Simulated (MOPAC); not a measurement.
MOPAC input (PM7):

```
PM7 1SCF UHF MS=0.5 GEO-OK AUX(PRECISION=9) THREADS=1
H4BO2Si

O     2.35528300 1   -0.21818500 1   -0.36872300 1
B     1.19949800 1    0.34573800 1    0.04980000 1
O     0.01349100 1   -0.25230500 1   -0.13267100 1
Si   -1.57096800 1    0.08625300 1    0.21511200 1
H     3.13232500 1    0.31410800 1   -0.17612200 1
H    -1.67963300 1    1.38988600 1    0.90483000 1
H    -2.31922500 1    0.11758500 1   -1.05770600 1
H    -2.08759200 1   -0.99389300 1    1.07958700 1
```

From the output:

```
                                                       MOPAC v23.2.5 Linux

          FINAL HEAT OF FORMATION =       -132.68506 KCAL/MOL =    -555.15428 KJ/MOL

          COSMO AREA              =        117.90 SQUARE ANGSTROMS
          COSMO VOLUME            =        103.85 CUBIC ANGSTROMS

          IONIZATION POTENTIAL    =          7.540626 EV
          ALPHA SOMO LUMO (EV)    =         -7.541  0.703
          BETA  SOMO LUMO (EV)    =        -11.564  0.107
          NO. OF ALPHA ELECTRONS  =         12
          NO. OF BETA  ELECTRONS  =         11
          MOLECULAR WEIGHT        =         74.9259         POINT GROUP:  Cs

          MOLECULAR DIMENSIONS (Angstroms)

            Atom       Atom       Distance
            H     7    H     5     5.52587
            H     6    O     1     2.57835
            H     8    H     7     2.23415

          SCF CALCULATIONS        =          1

   ATOM   CHEMICAL          X               Y               Z
  NUMBER   SYMBOL      (ANGSTROMS)     (ANGSTROMS)     (ANGSTROMS)

     1       O          2.35528300  *  -0.21818500  *  -0.36872300  *
     2       B          1.19949800  *   0.34573800  *   0.04980000  *
     3       O          0.01349100  *  -0.25230500  *  -0.13267100  *
     4      Si         -1.57096800  *   0.08625300  *   0.21511200  *
     5       H          3.13232500  *   0.31410800  *  -0.17612200  *
     6       H         -1.67963300  *   1.38988600  *   0.90483000  *
     7       H         -2.31922500  *   0.11758500  *  -1.05770600  *
     8       H         -2.08759200  *  -0.99389300  *   1.07958700  *

                             CARTESIAN COORDINATES

   1    O        2.355283000    -0.218185000    -0.368723000
   2    B        1.199498000     0.345738000     0.049800000
   3    O        0.013491000    -0.252305000    -0.132671000
   4   Si       -1.570968000     0.086253000     0.215112000
   5    H        3.132325000     0.314108000    -0.176122000
   6    H       -1.679633000     1.389886000     0.904830000
   7    H       -2.319225000     0.117585000    -1.057706000
   8    H       -2.087592000    -0.993893000     1.079587000

           Empirical Formula: H4 O2 B Si  =     8 atoms

      MOLECULAR POINT GROUP   :   Cs

          ALPHA EIGENVALUES
 -29.80536 -29.09443 -18.88374 -17.47498 -15.95581 -14.53688 -14.31233 -13.91419
 -12.80538 -12.27129 -11.66651  -7.54063   0.70315   0.88709   2.38689   2.47849
   3.39968   4.38265   6.44246   7.70159  21.71434  21.81887  22.58949  22.70406
  23.76694

           BETA EIGENVALUES
 -29.51890 -28.88643 -18.98353 -17.46701 -15.75400 -14.45389 -13.79350 -13.47542
 -12.74799 -12.05366 -11.56355   0.10727   0.70010   0.95308   2.40821   2.48508
   3.44317   4.19328   6.14767   7.64048  21.71531  21.81932  22.58879  22.70619
  23.77851

              NET ATOMIC CHARGES AND DIPOLE CONTRIBUTIONS

  ATOM NO.   TYPE          CHARGE      No. of ELECS.   s-Pop       p-Pop       d-Pop
    1          O          -0.522359        6.5224     1.76047     4.76188
    2          B           0.389313        2.6107     0.76943     1.84126
    3          O          -0.588885        6.5889     1.67041     4.91848
    4         Si           0.230781        3.7692     0.92014     2.65552     0.19356
    5          H           0.343511        0.6565     0.65649
    6          H           0.044382        0.9556     0.95562
    7          H           0.051615        0.9484     0.94838
    8          H           0.051641        0.9484     0.94836
 DIPOLE           X         Y         Z       TOTAL
 POINT-CHG.    -1.729     2.600     1.540     3.482
 HYBRID         1.083    -1.054    -0.668     1.652
 SUM           -0.646     1.546     0.872     1.889

          ATOMIC ORBITAL ELECTRON POPULATIONS

     Atom    s        px        py        pz      x^2-y^2     xz        z^2       yz        xy
    1  O   1.76047   1.38281   1.61663   1.76244
    2  B   0.76943   0.57410   0.79023   0.47692
    3  O   1.67041   1.41934   1.73546   1.76369
    4 Si   0.92014   0.56959   1.04245   1.04348   0.04994   0.05541   0.02001   0.02715   0.04104
    5  H   0.65649
    6  H   0.95562
    7  H   0.94838
    8  H   0.94836

                    (SZ)    =    0.500000
                    (S**2)  =    0.753397

          ATOMIC ORBITAL SPIN POPULATIONS

    Atom   Total    s     px     py     pz   x^2-y^2  xz     z^2    yz     xy
         Atomic
    1  O  0.0829  0.007  0.015  0.045  0.016
    2  B  0.8121  0.254 -0.014  0.456  0.116
    3  O  0.1011  0.011  0.020  0.052  0.018
    4 Si -0.0008 -0.000  0.000  0.000 -0.000 -0.000 -0.000  0.000  0.000 -0.000
    5  H  0.0033  0.003
    6  H -0.0002 -0.000
    7  H  0.0009  0.001
    8  H  0.0008  0.001

 **********************
 *                    *
 * JOB ENDED NORMALLY *
 *                    *
 **********************

 == MOPAC DONE ==
```

The geometry given is a B3LYP-D3(BJ)/def2-TZVP minimum.
